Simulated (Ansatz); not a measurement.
Mg2Cl2⁺. The state is a quartet with charge 1. Geometry PBE0-D4/def2-TZVP; atoms count from 1.

```
atom   x (Å)   y (Å)   z (Å)
 Mg1  -1.216  -1.718  -0.840
 Mg2   1.155   1.732   0.897
 Cl3  -0.562   0.818  -0.859
 Cl4   0.622  -0.832   0.802
```

In the quartet, Cl3 and Cl4 lie 2.62 Å apart (atoms count from 1), so these atoms are partly bonded to each other. At PBE0-D4/def2-TZVP a doublet of charge 1 lies 3.55 eV below the quartet, each at its own geometry. The structure comes from a short search, and lower isomers may exist.

(1) Estimate the Mulliken populations from the PBE0/def2-TZVP orbitals of Ansatz.

(2) Where does the spin sit?

(3) And the Mayer bond orders between heavy atoms (over 0.3)?

Results:

(1) 
```
atom  charge (e)  spin (α − β)
 Mg1        0.72          0.97
 Mg2        0.72          0.97
 Cl3       -0.22          0.53
 Cl4       -0.22          0.53
```
Mulliken values depend strongly on the basis.

(2) Summed by element: Mg 1.94, Cl 1.06, of 3 unpaired in all. Largest on single atoms: Mg1 0.97, Mg2 0.97, Cl3 0.53.

(3) Cl3–Cl4 0.47 (2.62 Å).
